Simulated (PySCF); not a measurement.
# Calculated NMR parameters of C=C[C@@H]1C[C@@]1(C)C(=O)Cl

| Quantity | Value |
| --- | --- |
| Formula | C7H9ClO |
| SMILES | C=C[C@@H]1C[C@@]1(C)C(=O)Cl |
| InChI | InChI=1S/C7H9ClO/c1-3-5-4-7(5,2)6(8)9/h3,5H,1,4H2,2H3/t5-,7-/m1/s1 |
| Point group of the computed structure | C1 |
| Degrees of unsaturation | 3 |
| Carbon signals | 7 |
| Proton signals | 7 |

Molfile (atoms numbered from 1):
```
C7H9ClO
     RDKit          3D

 18 18  0  0  0  0  0  0  0  0999 V2000
    2.5666    1.0102   -0.4677 C   0  0  0  0  0  0  0  0  0  0  0  0
    1.5453    0.1920   -0.6648 C   0  0  0  0  0  0  0  0  0  0  0  0
    0.6852   -0.2967    0.4196 C   0  0  2  0  0  0  0  0  0  0  0  0
   -0.1190   -1.5442    0.2869 C   0  0  0  0  0  0  0  0  0  0  0  0
   -0.8520   -0.2196    0.2802 C   0  0  2  0  0  0  0  0  0  0  0  0
   -1.4686    0.2888   -0.9988 C   0  0  0  0  0  0  0  0  0  0  0  0
   -1.4978    0.1145    1.5548 C   0  0  0  0  0  0  0  0  0  0  0  0
   -1.1931   -0.2715    2.6394 O   0  0  0  0  0  0  0  0  0  0  0  0
   -2.8567    1.2453    1.4029 Cl  0  0  0  0  0  0  0  0  0  0  0  0
    2.8178    1.3736    0.5148 H   0  0  0  0  0  0  0  0  0  0  0  0
    3.1904    1.3454   -1.2776 H   0  0  0  0  0  0  0  0  0  0  0  0
    1.3170   -0.1613   -1.6605 H   0  0  0  0  0  0  0  0  0  0  0  0
    1.0514   -0.0654    1.4132 H   0  0  0  0  0  0  0  0  0  0  0  0
   -0.0848   -2.0808   -0.6492 H   0  0  0  0  0  0  0  0  0  0  0  0
   -0.2311   -2.1684    1.1603 H   0  0  0  0  0  0  0  0  0  0  0  0
   -1.3882    1.3721   -1.0640 H   0  0  0  0  0  0  0  0  0  0  0  0
   -2.5218    0.0192   -1.0419 H   0  0  0  0  0  0  0  0  0  0  0  0
   -0.9696   -0.1468   -1.8592 H   0  0  0  0  0  0  0  0  0  0  0  0
  1  2  2  0
  2  3  1  0
  3  4  1  0
  4  5  1  0
  5  6  1  6
  5  7  1  0
  7  8  2  0
  7  9  1  0
  5  3  1  0
  1 10  1  0
  1 11  1  0
  2 12  1  0
  3 13  1  1
  4 14  1  0
  4 15  1  0
  6 16  1  0
  6 17  1  0
  6 18  1  0
M  END
```

[PySCF: GFN2-xTB geometry; NMR shieldings at PBE0/pcSseg-1/GIAO; one computed conformer; relativity neglected; equivalent nuclei averaged; no solvent model]

Chemical shifts δ = σref − σ; TMS for ¹H (σref 31.72), ¹³C (σref 186.93); ¹⁷O (σref 336.08) vs H2O, all at this level.

| carbon | δC, type | δH (multiplicity) | HMBC from (2–3 bonds) | span of the C tensor (ppm) |
| --- | --- | --- | --- | --- |
| C1 | 127.3, CH2 | H10 5.78 (m); H11 5.65 (m) | H12, H13 | 219 |
| C2 | 144.5, CH | 5.66 (m) | H10, H11, H13, H15, H14 | 227 |
| C3 | 43.6, CH | 2.24 (m) | H10, H12, H11, H15, H16/H17/H18, H14 | 81 |
| C4 | 31.6, CH2 | H14 0.90 (m); H15 1.85 (m) | H12, H13, H16/H17/H18 | 51 |
| C5 | 35.4, C | – | H12, H13, H15, H16/H17/H18, H14 | 80 |
| C6 | 20.4, CH3 | 1.53 (s) | H13, H15, H14 | 32 |
| C7 | 188.2, C | – | H13, H15, H16/H17/H18, H14 | 166 |

Other nuclei:
```
atoms  nucleus      environment  δ (ppm)  σ (ppm)
   O8      ¹⁷O  carbonyl oxygen    545.5   -209.4
```

1. Carbon types of the structure: 2 × C, 2 × CH, 2 × CH2, 1 × CH3, which accounts for all hydrogens.
2. δC 188.2: carbonyl carbon.
3. δC 144.5: alkene CH; as expected for a trigonal carbon in a double bond.
4. δC 127.3: terminal =CH2 carbon; the olefinic region.
5. δH 5.78, 5.65: hydrogen on a terminal =CH2 carbon; olefinic region.
6. δH 5.66: hydrogen on an alkene CH; a vinylic proton, deshielded by the sp2 carbon and the C=C anisotropy.

Carbons that carry Cl, above all several Cl atoms, come out too deshielded, partly because spin–orbit coupling is missing. Shifts are as computed. Against solution values, carbons near 30 ppm lie about +3 ppm off and those near 130 ppm about +5 ppm; carbons on Cl a further +6 ppm. Of 1211 compounds with measured shifts, 218 miss one by over three times the rms of a fit or turn the order of signals round; such compounds aren't used in these exercises. Unscaled 17O shifts of doubly bonded oxygen tend to come out too high, by tens of ppm or more. Experimental scales use liquid or dissolved standards, which lie at an offset from isolated H2O (liquid H2O: subtract about 36 ppm). Multiplicities follow the n + 1 count of equivalent neighbours, as no J values were calculated; m marks all less simple cases, F and P coupling included.
